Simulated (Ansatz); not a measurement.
Ansatz (an electronic-structure program) input:

Ansatz 0.2 input:
```yaml
crystal:
  periodic: [false, false, false]
  atoms:
    - {symbol: W, position_ang: [0.01404256, -0.08958349, 0.02706926]}
    - {symbol: O, position_ang: [1.29423543, -0.13081883, -1.40575880]}
    - {symbol: H, position_ang: [1.31124014, 0.54820415, -2.09379958]}
    - {symbol: O, position_ang: [0.21989891, 0.66382997, 1.77405473]}
    - {symbol: H, position_ang: [-0.10194552, 1.57041196, 1.88629525]}
    - {symbol: O, position_ang: [-0.51830099, 1.72224571, -0.48476833]}
    - {symbol: H, position_ang: [-0.56133364, 1.92726038, -1.42553942]}
    - {symbol: O, position_ang: [-0.96927563, -1.69255778, 0.06970923]}
    - {symbol: H, position_ang: [-1.89957174, -1.91829053, 0.00402334]}
basis:
  gaussian:
    orbitals: def2-SVPD
magnetization: {spin_polarized: true, initial_magnetization: 2}
correlation: {method: ccsd_t, electrons: outside_noble_gas}
output: {forces: true}
```

Question: What final total energy does it print?

Answer: -369.08039 Eh (CCSD(T)/def2-SVPD). The basis has 159 functions.

The spin state was set by rule; other spins were not relaxed.
